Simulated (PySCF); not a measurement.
# Antimony: a sound run and one with changed settings

Sound run: Sb [Kr] 4d10 5s2 5p3, Sb+ [Kr] 4d10 5s2 5p2. Calculation: PySCF 2.14, in x2c-TZVPall; scalar relativity by spin-free X2C-1e. In the sound run the correlated levels freeze [Kr] 4d10. The sound run starts from symmetry-adapted Hartree-Fock orbitals and uses a fine grid where one is needed.

Changed run: initial guess sap, at most 50 SCF cycles, level shift 0.1 hartree.

```json
{"species": "Sb", "method": "UHF", "sound run (hartree)": "-6477.95234", "changed run (hartree)": "-6477.95234", "converged": "yes"}
{"species": "Sb", "method": "TPSS", "sound run (hartree)": "-6480.42616", "changed run (hartree)": "-6480.42616", "converged": "yes"}
{"species": "Sb", "method": "r2SCAN", "sound run (hartree)": "-6480.73033", "changed run (hartree)": "-6480.73033", "converged": "yes"}
{"species": "Sb", "method": "MP2", "sound run (hartree)": "-6478.01108", "changed run (hartree)": "-6478.00490", "converged": "yes"}
{"species": "Sb+", "method": "UHF", "sound run (hartree)": "-6477.63714", "changed run (hartree)": "-6477.63714", "converged": "yes"}
{"species": "Sb+", "method": "TPSS", "sound run (hartree)": "-6480.09682", "changed run (hartree)": "-6480.09682", "converged": "yes"}
{"species": "Sb+", "method": "r2SCAN", "sound run (hartree)": "-6480.39332", "changed run (hartree)": "-6480.39332", "converged": "yes"}
{"species": "Sb+", "method": "MP2", "sound run (hartree)": "-6477.68147", "changed run (hartree)": "-6477.67698", "converged": "yes"}
```

Ionisation energy of Sb:

```
 method  sound run (eV)  changed run (eV)
    UHF           8.577             8.577
   TPSS           8.962             8.962
 r2SCAN           9.171             9.171
    MP2           8.969             8.923
SCS-MP2           8.850             8.817
```

A level shift leaves the converged SCF energy unchanged but raises the virtual orbital energies, which shrinks MP2 if it is not removed.

For comparison, NIST gives 8.608 eV between the lowest levels.
